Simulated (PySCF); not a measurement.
**Dipole moment and polarisability of delta-valerolactam**

Compound: delta-valerolactam, C5H9NO.
SMILES with atom numbers: `[O:1]=[C:2]1[CH2:3][CH2:4][CH2:5][CH2:6][NH:7]1` (hydrogens: H8, H9 on C3; H10, H11 on C4; H12, H13 on C5; H14, H15 on C6; H16 on N7)

Structure used (GFN2-xTB), in Å, numbered top down from 1:
```xyz
16
C5H9NO angstrom
O      2.4902    1.2705   -0.0789
C      1.3997    0.7357   -0.0572
C      1.1973   -0.7101   -0.4699
C     -0.0983   -1.3211    0.0486
C     -1.2530   -0.3772   -0.2628
C     -1.0400    0.9217    0.5035
N      0.2930    1.4343    0.2796
H      1.2036   -0.7207   -1.5638
H      2.0686   -1.2771   -0.1394
H     -0.0327   -1.4735    1.1283
H     -0.2601   -2.2943   -0.4180
H     -1.2791   -0.1731   -1.3349
H     -2.2085   -0.8155    0.0270
H     -1.7623    1.6792    0.1835
H     -1.1932    0.7421    1.5778
H      0.4671    2.3881    0.5652
```

Level: CAM-B3LYP/def2-SVPD (PySCF), static field, nuclei fixed, core orbitals frozen in the response. The polarisability tensor in these axes (au):

```
x   78.15  1.77 -3.57
y    1.77 68.39  3.34
z   -3.57  3.34 55.96
```

Task: Give the principal values, the mean and the anisotropy Δα = √{½[(α1 − α2)² + (α2 − α3)² + (α1 − α3)²]}.

Result: Principal values 54.48, 69.16 and 78.86 au; mean 67.50 au = 10.00 Å³ = 11.13 × 10⁻⁴⁰ C²·m²/J; Δα = 21.27 au (32 % of the mean).

Task: What is the dipole moment, and where does it point?

Result: (-4.27, -1.30, 0.44) D, 4.49 D in size, pointing from the negative to the positive side. Measured along this direction, the outermost atoms are O1 at the negative end and H13 at the positive end.

Task: What molar refraction does this α imply?

Result: Lorentz–Lorenz: R = (4π/3)N_A α = 2.5225 cm³/(mol·Å³) × 10.00 Å³ = 25.2 cm³/mol, in the limit of long wavelengths.

Task: Refractivity n − 1 of an ideal gas of it at 400 K and 1 atm, from the electronic α?

Result: N = p/kT = 1.8347 × 10¹⁹ cm⁻³, so n − 1 = 2π × N × 10.00 × 10⁻²⁴ cm³ = 1153 × 10⁻⁶ at long wavelengths, for an ideal gas.

Task: In a dilute gas of rigid molecules at 298 K, how does the orientational term μ²/3kT compare with the electronic polarisability?

Result: In Gaussian units μ²/3kT = 163.18 Å³ against 10.00 Å³, a ratio of 16.31; the Debye molar polarisation (4π/3)N_A(α + μ²/3kT) is 436.9 cm³/mol, leaving out the vibrational part.

Geometry: GFN2-xTB, one conformer, isolated molecule.
